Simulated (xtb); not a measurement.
C8H9 (SMILES Cc1[c]cc(C)cc1), doublet, geometry from GFN2-xTB; xtb with GFN2-xTB.

Here is a job for xtb.
```
$ xtb mol.xyz --gfn 2 --uhf 1 --etemp 3000 --json

# file mol.xyz
17

C      2.91742590    -0.17673223     0.31672927
C      1.42943026    -0.08869902     0.16920062
C      0.80206715    -0.24088714    -1.06956699
C     -0.57238860    -0.14711991    -1.18853431
C     -1.38289773     0.10145606    -0.08961078
C     -2.87338756     0.18291683    -0.22275864
C     -0.76540901     0.25573044     1.15673240
C      0.58853417     0.15451996     1.22260028
H      3.37915226    -0.51513385    -0.60763733
H      3.17866171    -0.86730227     1.11669960
H      3.32692235     0.80022219     0.57312665
H      1.40921459    -0.43478628    -1.94365835
H     -1.02814033    -0.27008641    -2.16142229
H     -3.31720484     0.66572598     0.64450429
H     -3.29692110    -0.81842769    -0.31004307
H     -3.14799907     0.74228954    -1.11539295
H     -1.36393282     0.45038901     2.03507240
```

### Question
Write the output that xtb gives for this input, abridged.

### Answer

```
   ID    Z sym.   atoms
    1    6 C      1-8
    2    1 H      9-17

           -------------------------------------------------
          |                Calculation Setup                |
           -------------------------------------------------

           -------------------------------------------------
          |                 G F N 2 - x T B                 |
           -------------------------------------------------

          ...................................................
          :                      SETUP                      :
          :.................................................:
          :  # basis functions                  41          :
          :  # atomic orbitals                  41          :
          :  # shells                           25          :
          :  # electrons                        41          :
          :  max. iterations                   250          :
          :  Hamiltonian                  GFN2-xTB          :
          :  restarted?                      false          :
          :  GBSA solvation                  false          :
          :  PC potential                    false          :
          :  electronic temp.         3000.0000000     K    :
          :  accuracy                    1.0000000          :
          :  -> integral cutoff          0.2500000E+02      :
          :  -> integral neglect         0.1000000E-07      :
          :  -> SCF convergence          0.1000000E-05 Eh   :
          :  -> wf. convergence          0.1000000E-03 e    :
          :  Broyden damping             0.4000000          :
          :  net charge                          0          :
          :  unpaired electrons                  1          :
          ...................................................

 iter      E             dE          RMSdq      gap      omega  full diag
   1    -21.9956413 -0.219956E+02  0.407E+00    2.73       0.0  T
   2    -22.0119072 -0.162659E-01  0.240E+00    2.42       1.0  T
   3    -22.0001139  0.117932E-01  0.938E-01    3.01       1.0  T
   4    -22.0129819 -0.128680E-01  0.341E-01    2.43       1.0  T
   5    -22.0150188 -0.203690E-02  0.103E-01    2.64       1.0  T
   6    -22.0151614 -0.142595E-03  0.394E-02    2.61       1.0  T
   7    -22.0151649 -0.346638E-05  0.167E-02    2.61       1.5  T
   8    -22.0151653 -0.377310E-06  0.460E-03    2.61       5.3  T
   9    -22.0151655 -0.257276E-06  0.121E-03    2.61      20.1  T
  10    -22.0151655 -0.827864E-09  0.457E-04    2.61      53.0  T
  11    -22.0151655 -0.322866E-08  0.138E-04    2.61     175.6  T

   *** convergence criteria satisfied after 11 iterations ***

         :::::::::::::::::::::::::::::::::::::::::::::::::::::
         ::                     SUMMARY                     ::
         :::::::::::::::::::::::::::::::::::::::::::::::::::::
         :: total energy             -21.613309588703 Eh    ::
         :: gradient norm              0.002792405900 Eh/a0 ::
         :: HOMO-LUMO gap              2.610559651842 eV    ::
         ::.................................................::
         :: SCC energy               -22.015168692500 Eh    ::
         :: -> isotropic ES            0.003065771515 Eh    ::
         :: -> anisotropic ES          0.003839681097 Eh    ::
         :: -> anisotropic XC          0.013986724225 Eh    ::
         :: -> dispersion             -0.012382919048 Eh    ::
         :: repulsion energy           0.401859103797 Eh    ::
         :: add. restraining           0.000000000000 Eh    ::
         :: total charge               0.000000000064 e     ::
         :::::::::::::::::::::::::::::::::::::::::::::::::::::

           -------------------------------------------------
          |                Property Printout                |
           -------------------------------------------------

    * Orbital Energies and Occupations

         #    Occupation            Energy/Eh            Energy/eV
      -------------------------------------------------------------
         1        2.0000           -0.6399193             -17.4131
       ...           ...                  ...                  ...
         9        2.0000           -0.5038204             -13.7097
        10        2.0000           -0.4954006             -13.4805
        11        2.0000           -0.4851997             -13.2030
        12        2.0000           -0.4848993             -13.1948
        13        2.0000           -0.4699360             -12.7876
        14        2.0000           -0.4681161             -12.7381
        15        2.0000           -0.4493332             -12.2270
        16        2.0000           -0.4483653             -12.2006
        17        2.0000           -0.4420571             -12.0290
        18        1.9997           -0.4222561             -11.4902
        19        1.9945           -0.3946642             -10.7394
        20        1.9768           -0.3807345             -10.3603
        21        1.0216           -0.3118575              -8.4861 (HOMO)
        22        0.0055           -0.2159212              -5.8755 (LUMO)
        23        0.0019           -0.2059859              -5.6052
        24                         -0.0818911              -2.2284
        25                          0.1035525               2.8178
        26                          0.1195299               3.2526
        27                          0.1571926               4.2774
        28                          0.1612183               4.3870
        29                          0.1753111               4.7705
        30                          0.1860048               5.0614
        31                          0.1985442               5.4027
        32                          0.2193685               5.9693
       ...                                ...                  ...
        41                          0.6702876              18.2395
      -------------------------------------------------------------
                  HL-Gap            0.0959363 Eh            2.6106 eV
             Fermi-level           -0.3052660 Eh           -8.3067 eV

     #   Z          covCN         q      C6AA      α(0)
     1   6 C        3.756    -0.105    22.552     6.771
     2   6 C        2.961     0.026    27.429     8.590
     3   6 C        2.938    -0.039    28.980     8.829
     4   6 C        2.922    -0.047    29.176     8.858
     5   6 C        2.975     0.015    27.666     8.628
     6   6 C        3.757    -0.106    22.578     6.775
     7   6 C        2.920    -0.032    28.794     8.800
     8   6 C        2.025    -0.082    33.258     9.314
     9   1 H        0.925     0.038     2.471     2.458
    10   1 H        0.925     0.048     2.340     2.392
    11   1 H        0.925     0.048     2.340     2.392
    12   1 H        0.925     0.033     2.549     2.497
    13   1 H        0.925     0.031     2.570     2.507
    14   1 H        0.925     0.043     2.410     2.428
    15   1 H        0.924     0.047     2.362     2.404
    16   1 H        0.925     0.044     2.397     2.421
    17   1 H        0.926     0.038     2.471     2.458

 Mol. C6AA /au·bohr⁶  :       3125.036696
 Mol. C8AA /au·bohr⁸  :      75056.729867
 Mol. α(0) /au        :         88.522190

Wiberg/Mayer (AO) data.
largest (>0.10) Wiberg bond orders for each atom

 ---------------------------------------------------------------------------
     #   Z sym  total        # sym  WBO       # sym  WBO       # sym  WBO
 ---------------------------------------------------------------------------
     1   6 C    3.994 --     2 C    1.019     9 H    0.986    10 H    0.975
                            11 H    0.969
     2   6 C    3.968 --     8 C    1.445     3 C    1.357     1 C    1.019
                             5 C    0.107
     3   6 C    3.973 --     4 C    1.451     2 C    1.357    12 H    0.960
                             7 C    0.109
     4   6 C    3.982 --     3 C    1.451     5 C    1.413    13 H    0.964
                             8 C    0.103
     5   6 C    3.965 --     4 C    1.413     7 C    1.345     6 C    1.021
                             2 C    0.107
     6   6 C    3.995 --     5 C    1.021    14 H    0.984    16 H    0.977
                            15 H    0.968
     7   6 C    3.978 --     8 C    1.513     5 C    1.345    17 H    0.956
                             3 C    0.109
     8   6 C    3.256 --     7 C    1.513     2 C    1.445     4 C    0.103
     9   1 H    0.998 --     1 C    0.986
    10   1 H    0.996 --     1 C    0.975
    11   1 H    0.996 --     1 C    0.969
    12   1 H    0.998 --     3 C    0.960
    13   1 H    0.998 --     4 C    0.964
    14   1 H    0.998 --     6 C    0.984
    15   1 H    0.996 --     6 C    0.968
    16   1 H    0.997 --     6 C    0.977
    17   1 H    0.997 --     7 C    0.956
 ---------------------------------------------------------------------------

Topologies differ in total number of bonds
Writing topology from bond orders to xtbtopo.mol

molecular dipole:
                 x           y           z       tot (Debye)
 q only:       -0.079      -0.021      -0.143
   full:       -0.169      -0.046      -0.314       0.913
molecular quadrupole (traceless):
                xx          xy          yy          xz          yz          zz
 q only:        3.733      -0.381      -2.262      -0.091       0.152      -1.470
  q+dip:        5.216      -0.821      -4.984      -1.207       0.929      -0.231
   full:        4.212      -0.500      -2.869      -0.843       0.348      -1.343

           -------------------------------------------------
          | TOTAL ENERGY              -21.613309588703 Eh   |
          | GRADIENT NORM               0.002792405900 Eh/α |
          | HOMO-LUMO GAP               2.610559651842 eV   |
           -------------------------------------------------

normal termination of xtb
```
